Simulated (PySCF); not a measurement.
Species: C2H4F3GeNO.
Geometry (PBE0-D3(BJ)/def2-SVP, Å), atoms numbered from 1 in this order:
```xyz
12
C2H4F3GeNO angstrom
N      1.7756    0.6347    0.3280
C      1.4308   -0.6445    0.0626
O      2.1947   -1.5840    0.0879
Ge    -0.4791   -0.9836   -0.4173
C     -1.5911    0.6066    0.0895
F     -0.9951    1.7464   -0.3419
F     -2.8191    0.5905   -0.4301
F     -1.7170    0.7243    1.4165
H      2.7460    0.8420    0.5416
H      1.1153    1.3955    0.2354
H     -0.6162   -1.1649   -1.9337
H     -1.0020   -2.1968    0.3534
```

Level of theory: PySCF, PBE0-D3(BJ)/def2-SVP geometry optimisation, gas phase.

Masses are those of the commonest isotopes; rigid-rotor values at the optimised geometry. The values belong to one conformer with, in the numbering `[NH2:1][C:2](=[O:3])[GeH2:4][C:5]([F:6])([F:7])[F:8]`, H–N1–C2–O3 2° and 176°, N1–C2–Ge4–C5 -16°.

Question: Give the principal moments of inertia and the rotational constants in MHz.

Answer: Ia = 206.10, Ib = 505.15, Ic = 612.10 u·Å²; 505379 MHz·u·Å²/I gives A = 2452, B = 1000, C = 825.6 MHz.

Question: Classify the top.

Answer: An asymmetric top; Ray's κ = -0.785.

Question: Is it planar, by Δ = Ic − Ia − Ib?

Answer: Not planar: Δ = Ic − Ia − Ib = -99.14 u·Å². For a rigid frame Δ = −2 Σ m c², so Σ m c² = 49.57 u·Å² lies off the ab plane: 3.46 from hydrogen and 46.11 from heavier atoms. The atom farthest from that plane is 1.43 Å away.

Question: Give the other two planar moments, Paa and Pbb, and the rms extents of the mass along the axes.

Answer: Paa = Σ m a² = (Ib + Ic − Ia)/2 = 455.58 and Pbb = Σ m b² = (Ia + Ic − Ib)/2 = 156.52 u·Å². With the mass M = 188.95 u, the rms extents √(P/M) along a, b and c are 1.55, 0.91, 0.51 Å.

Question: Where do the levels up to J = 3 lie, in K?

Answer: Above 0(0,0), as E/k:
J = 1: 1(0,1) 0.088, 1(1,1) 0.157, 1(1,0) 0.166
J = 2: 2(0,2) 0.262, 2(1,2) 0.324, 2(1,1) 0.349, 2(2,1) 0.558, 2(2,0) 0.559
J = 3: 3(0,3) 0.522, 3(1,3) 0.574, 3(1,2) 0.624, 3(2,2) 0.821, 3(2,1) 0.825, 3(3,1) 1.191, 3(3,0) 1.191
The levels of one J sum to (2J + 1)J(J + 1)(A + B + C)/3.

Question: Which lines would a microwave search look for?

Answer: The dipole components are |μa| = 0.70 D, |μb| = 1.43 D, |μc| = 0.81 D. The squared components, which scale the intensities, stand as 0.24 : 1.00 : 0.32 (a : b : c). Some lines, for components of 0.1 D or more:

```tsv
type	branch	J(Ka,Kc)	MHz	lower level (cm⁻¹)
a	Q	2(1,1) ← 2(1,2)	524	0.225
c	Q	2(1,2) ← 2(0,2)	1292	0.182
c	Q	1(1,1) ← 1(0,1)	1452	0.061
b	Q	2(1,1) ← 2(0,2)	1816	0.182
a	R	1(0,1) ← 0(0,0)	1826	0.000
b	R	2(0,2) ← 1(1,1)	2186	0.109
b	R	1(1,1) ← 0(0,0)	3278	0.000
c	R	1(1,0) ← 0(0,0)	3453	0.000
a	R	2(0,2) ← 1(0,1)	3637	0.061
c	Q	2(2,1) ← 2(1,1)	4355	0.243
b	Q	2(2,0) ← 2(1,1)	4370	0.243
b	Q	2(2,1) ← 2(1,2)	4880	0.225
c	R	2(1,1) ← 1(0,1)	5454	0.061
c	R	2(2,0) ← 1(1,0)	8197	0.115
b	R	2(2,0) ← 1(1,1)	8372	0.109
```

Question: Estimate the classical rotational partition function at 25 K, 200 K and 298.15 K.

Answer: Point group C1, symmetry number σ = 1; q = (√π/σ)·√((kT/h)³/(ABC)), k/h = 20836.6 MHz/K: 14800 at 25 K, 335000 at 200 K, 610000 at 298.15 K.

No frequency check. Zero-point vibration and centrifugal distortion are left out. Quadrupole hyperfine structure (14N) is left out.
